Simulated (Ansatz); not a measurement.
trifluoro(methoxy)methane (C₂H₃F₃O), SMILES FC(OC)(F)F.

Coordinates come from a PBE0-D3(BJ)/def2-SVP optimisation.

Two levels are set side by side: PBE/def2-TZVPD (Ansatz, a quantum-chemistry and plane-wave program) and CAM-B3LYP/def2-TZVPD (Ansatz). Energy differences of separate SCF runs at the same geometry; the states with an electron removed or added have multiplicity 2 and 2. Differences are taken from unrounded values.

```tsv
quantity	PBE
vertical ionisation energy (eV)	11.60
vertical singlet–triplet gap (eV)	8.06
```

### Question
These are the PBE values. What does CAM-B3LYP give? (The exact figures need the calculation; the answer reports its results.)

### Answer

```
quantity                           CAM-B3LYP  PBE minus CAM-B3LYP
---------------------------------  ---------  -------------------
vertical ionisation energy (eV)        12.18                -0.59
vertical singlet–triplet gap (eV)       8.79                -0.73
```
